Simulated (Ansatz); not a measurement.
# Computed against measured: atomisation enthalpy at 298 K

8 molecules of light elements (H to F); the atomisation enthalpy at 298 K in kJ/mol, computed less measured. Shapes, held fixed at every level: PBE0-D4/def2-TZVP. Flexible molecules stand in one conformer, not always the lowest. Thermal terms are harmonic and unscaled (PBE0-D4/def2-TZVP); the spin-orbit lowering of the free atoms is taken from their spectra. Programs: Ansatz 0.2.0. Measured values: Active Thermochemical Tables, CRC Handbook of Chemistry and Physics, NIST-JANAF tables.

Levels: A = PBE-D4/def2-TZVPP; B = B2PLYP/def2-TZVPP; C = CCSD(T)/def2-SVP; D = CCSD(T)/def2-TZVPP.

| molecule | from tabulated heats | A | B | C | D |
| --- | --- | --- | --- | --- | --- |
| CO2 (carbon dioxide) | 1609 | +112 | -4 | -80 | -58 |
| B(BO)O (diboron dioxide) | 2095 | +106 | +7 | -69 | -74 |
| B(OH)O | 1847 | +54 | -20 | -109 | -76 |
| CH3 (methyl radical) | 1224 | +11 | -5 | -52 | -25 |
| CH3F (fluoromethane) | 1687 | +27 | -17 | -87 | -41 |
| C3H5N (propanenitrile) | 3661 | +103 | -28 | -173 | -108 |
| CH6N2 (methylhydrazine) | 2875 | +82 | -26 | -206 | -100 |
| C3H9N (SMILES CN(C)C) | 4609 | +88 | -42 | -214 | -116 |

Problem. Which level does best on this set, which worst, and which err to one side?

Solution. 
```json
{"level": "PBE-D4/def2-TZVPP", "kind": "GGA", "mean error": "+72.9", "mean absolute error": "72.9", "worst case": "CO2"}
{"level": "B2PLYP/def2-TZVPP", "kind": "double hybrid", "mean error": "-16.9", "mean absolute error": "18.6", "worst case": "C3H9N"}
{"level": "CCSD(T)/def2-SVP", "kind": "coupled cluster or CI", "mean error": "-123.8", "mean absolute error": "123.8", "worst case": "C3H9N"}
{"level": "CCSD(T)/def2-TZVPP", "kind": "coupled cluster or CI", "mean error": "-74.8", "mean absolute error": "74.8", "worst case": "C3H9N"}
```

On this set B2PLYP/def2-TZVPP has the smallest mean absolute error and CCSD(T)/def2-SVP the largest. PBE-D4/def2-TZVPP is too high in 8 of 8; B2PLYP/def2-TZVPP is too low in 7 of 8; CCSD(T)/def2-SVP is too low in 8 of 8; CCSD(T)/def2-TZVPP is too low in 8 of 8. The tabulated values of B(BO)O, B(OH)O are in doubt (older tables, estimates, or at odds with other calculations) and kept here. Over the 6 molecules whose values aren't doubted the mean absolute errors are A 70.5; B 20.3; C 135.3; D 74.7. For B2PLYP/def2-TZVPP and CCSD(T)/def2-SVP and CCSD(T)/def2-TZVPP the error grows with the size of the molecule. Correlated wave functions converge slowly with the basis. T1 is large for B(BO)O (0.022), so single-reference values are less sure there. Open shells run unrestricted. The set is small.
